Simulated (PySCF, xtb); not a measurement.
C2H9BN2O, SMILES CCNB(N)O.

xtb with GFN2-xTB at its own geometry gives an orbital gap of 7.15 eV and a dipole moment of 1.69 D.

The structure is a stationary point at PBE0-D3(BJ)/def2-SVP. This is a generated structure with no PubChem entry under its InChIKey; it may be hypothetical. Other conformers were not sampled.

Problem. What does PBE/def2-TZVP in PySCF give? (Estimate from the structure and the level; the computed values follow.)

Solution. gap 5.09 eV (levels -5.16 and -0.07 eV), dipole 1.56 D.
